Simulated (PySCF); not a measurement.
BF₂, charge +1, multiplicity 1. Atoms are numbered in the order given.

```xyz
3

F      0.0000     0.0000     1.2321
B      0.0000     0.0000     0.0000
F      0.0000     0.0000    -1.2321
```
Charge +1, spin multiplicity 1.

Geometry: ωB97X-D3(BJ)/def2-TZVP. The multiplicity is an assumed one; other spin states were not compared. The isomer is the one that the SMILES or the coordinates give; other isomers of the formula were not compared.

All values below come from PBE/pcSseg-2 (PySCF).

GIAO shieldings, no solvent; atoms alike by connectivity are averaged. δ = σ(ref) − σ: ¹⁹F against CFCl3 (σ = 132.0 ppm); ¹¹B against BF3 (σ = 83.1 ppm), references at their B3LYP-D3(BJ)/def2-TZVP geometries, non-relativistic.

| nucleus | atoms | count | δ (ppm) |
|---|---|---|---|
| ¹⁹F | F1, F3 | 2 | -165.2 |
| ¹¹B | B2 | 1 | -9.5 |
